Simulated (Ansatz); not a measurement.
Consider the ligand exchange at a Ge–Cl bond: `C[N](C)[Ge]([Cl])([N](C)C)[N](C)C` + H–F → `C[N](C)[Ge]([F])([N](C)C)[N](C)C` + HCl.

Computed with Ansatz on PBE0-D4/def2-TZVP structures; ΔE is electronic, products minus reactants. CCSD(T)/CBS adds triple-zeta CCSD(T) − MP2 to the extrapolated MP2 energy (def2 sets, frozen cores). This one scheme is used for every species. DFT in def2-TZVPP. B3LYP here is the variant with VWN-RPA as its local correlation; programs differ in this. For Ge outer-core shells are correlated without core-valence functions, which leaves a few kJ/mol of doubt a bond. Scalar relativity is left out up to krypton. One conformer a species, not always the lowest.

Problem. Is it downhill or uphill in electronic energy at CCSD(T)/CBS, and by how much? (An estimate is asked.)

Solution. Computed: Uphill: ΔE = +11.9 kJ/mol.

Problem. What do these levels give: r2SCAN-D4, B3LYP-D4, CAM-B3LYP-D4, ωB97M-V, PBE, r2SCAN, B3LYP, RPA@PBE/def2-TZVPP, MP2/def2-SVP, CCSD(T)/def2-SVP, SCS-MP2/def2-TZVPP, HF/def2-QZVPP? (Estimate.)

Solution. Computed: r2SCAN-D4 4.6, B3LYP-D4 7.2, CAM-B3LYP-D4 -0.9, ωB97M-V 6.1, PBE 4.2, r2SCAN 2.2, B3LYP -5.8, RPA@PBE/def2-TZVPP 3.3, MP2/def2-SVP -0.8, CCSD(T)/def2-SVP -6.3, SCS-MP2/def2-TZVPP 8.2, HF/def2-QZVPP -13.2 kJ/mol.

Largest T1 diagnostic among the species: 0.011.

The D4 term adds +13.0 kJ/mol with B3LYP and +7.5 kJ/mol with PBE0; it sums over pairs of atoms, weighted by their polarisabilities, and B3LYP, whose exchange is more repulsive, gets the larger term. At CCSD(T), def2-SVP lies −18.2 kJ/mol from the extrapolated value and def2-TZVPP −4.1 kJ/mol. Leaving LDA and LC-ωPBE aside and taking each functional with its dispersion term where it has one, the values, not all of them listed here, spread over 17.4 kJ/mol, from CAM-B3LYP-D4 to revPBE-D4. LDA lies +5.6 kJ/mol from PBE without D4.
